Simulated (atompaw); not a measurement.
**Plane-wave convergence, PAW (atompaw) potential for promethium**

| Quantity | Value |
| --- | --- |
| Element | promethium (Pm) |
| Generator | atompaw 4.2.0.5 |
| Type | PAW |
| Functional | LDA (PW92) |
| Relativity | scalar-relativistic |
| Frozen core | [Kr] 4d10 |
| Valence charge | 15 |
| Reference configuration | 4f4 5s2 5p6 5d1 6s2 6p0 |
| Partial waves | 5s (bound): rc 1.75 bohr; 6s (bound): rc 2.40 bohr; 5p (bound): rc 1.85 bohr; 6p (bound, empty): rc 2.40 bohr; 5d (bound): rc 2.35 bohr; 5d channel at 1.8 Ry: rc 2.35 bohr; 4f (bound): rc 1.60 bohr; 4f channel at 1.5 Ry: rc 1.60 bohr |
| Local potential | bessel scheme, radius 2.25 bohr |
| Core correction | smooth core density matched at 1.25 bohr |
| Augmentation charge | besselshape compensation charge, radius 1.80 bohr; PAW radius 2.40 bohr; waves and projectors: custom rrkj vanderbiltortho |

The pseudo-atom Hamiltonian at the reference potential is diagonalised in spherical Bessel functions j_l(qr) that vanish at 20 bohr, with q² up to the cutoff. All-electron valence levels (Ry): 5s -3.3327, 6s -0.2993, 5p -1.8693, 6p -0.1029, 5d -0.2189, 4f -0.5656.

**Question.** How do the lowest levels (Ry) of each channel move with the cutoff, and are there ghosts?

**Answer.**

| cutoff (Ry) | s #1 | s #2 | p #1 | p #2 | d #1 | d #2 | f #1 | Σ f·Δε (mRy) |
| --- | --- | --- | --- | --- | --- | --- | --- | --- |
| 8 | -3.3173 | -0.2835 | -1.8022 | -0.0870 | -0.1792 | 0.0491 | 0.0960 | 3151.2 |
| 12 | -3.3291 | -0.2953 | -1.8458 | -0.0949 | -0.2120 | 0.0467 | 0.0959 | 2809.1 |
| 15 | -3.3311 | -0.2982 | -1.8603 | -0.0998 | -0.2169 | 0.0464 | 0.0953 | 2704.9 |
| 21 | -3.3325 | -0.2993 | -1.8681 | -0.1027 | -0.2188 | 0.0462 | -0.1888 | 1514.7 |
| 30 | -3.3326 | -0.2993 | -1.8691 | -0.1028 | -0.2189 | 0.0462 | -0.4841 | 327.4 |
| 40 | -3.3326 | -0.2993 | -1.8692 | -0.1028 | -0.2189 | 0.0462 | -0.5492 | 66.5 |
| 45 | -3.3327 | -0.2993 | -1.8692 | -0.1028 | -0.2189 | 0.0462 | -0.5605 | 20.8 |
| 55 | -3.3327 | -0.2993 | -1.8692 | -0.1029 | -0.2190 | 0.0462 | -0.5646 | 4.3 |
| 70 | -3.3327 | -0.2994 | -1.8692 | -0.1029 | -0.2190 | 0.0462 | -0.5650 | 2.7 |
| 80 | -3.3327 | -0.2994 | -1.8692 | -0.1029 | -0.2190 | 0.0462 | -0.5654 | 0.9 |
| 100 | -3.3327 | -0.2994 | -1.8692 | -0.1029 | -0.2190 | 0.0462 | -0.5655 | 0.5 |
| 400 | -3.3327 | -0.2994 | -1.8693 | -0.1029 | -0.2190 | 0.0462 | -0.5656 | 0.0 |

Result: no extra level below or beside the all-electron valence levels (s, p, d, f tested); 10 mRy is reached at 50 Ry and 1 mRy at 80 Ry.
